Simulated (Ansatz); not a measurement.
`C=[CH][GaH2]` + `O=CB(F)F` → `O=[CH][GaH2]` + `C=CB(F)F` at 500 K and 1 bar (redistribution).

Program: Ansatz. Geometries: PBE0-D4/def2-TZVP. ΔE: electronic, gas phase. CCSD(T)/CBS is the MP2 limit (def2-TZVPP, def2-QZVPP) plus CCSD(T) − MP2 in def2-TZVPP, frozen cores. For Ga outer-core shells are correlated without core-valence functions, which leaves a few kJ/mol of doubt a bond. Scalar relativity is left out up to krypton. One conformer a species, not always the lowest.

```tsv
species	CCSD(T)/CBS energy (Eh)	H − E (kJ/mol)	S (J/(mol·K))
`C=[CH][GaH2]`	-2003.00582	178.3	344.1
`O=CB(F)F`	-338.29791	106.2	348.9
`O=[CH][GaH2]`	-2038.90941	111.2	342.1
`C=CB(F)F`	-302.40039	173.0	353.1
```

H − E and S are ideal-gas, rigid-rotor, harmonic terms from PBE0-D4/def2-TZVP, for one conformer and one mirror image of each species. 1 Eh = 2625.50 kJ/mol, R = 8.31446 J/(mol·K).

Question: By hand: ΔE, ΔH, ΔS and ΔG.

Answer: ΔE = (-2038.90941) + (-302.40039) − (-2003.00582) − (-338.29791) = -0.00607 Eh = -15.9 kJ/mol. Δ(H − E) = 111.2 + 173.0 − 178.3 − 106.2 = -0.3, so ΔH = -16.2 kJ/mol. ΔS = 342.1 + 353.1 − 344.1 − 348.9 = 2.2 J/(mol·K). ΔG = -16.2 − 500 × (2.2)/1000 = -17.3 kJ/mol.

Question: By hand: the equilibrium constant, and the temperature at which ΔG would vanish if ΔH and ΔS stayed fixed.

Answer: log₁₀ K = −ΔG/(RT ln 10) = 1.8. ΔH and −TΔS have one sign here, so there is no such temperature.

The number of gas molecules stays the same, so ΔS is small and ΔH decides. A doubt of 5 kJ/mol in ΔE shifts log₁₀ K by 0.5 here. Other conformers and mirror images would add mixing entropy, several J/(mol·K) or more a flexible species. These are equilibria of isolated gas molecules and say nothing of rates. Largest T1 diagnostic: 0.017 (customary marks: 0.02 for closed shells, 0.045 for open ones).

ΔS is within the doubt of such terms, so its sign, and with it that verdict, could turn.
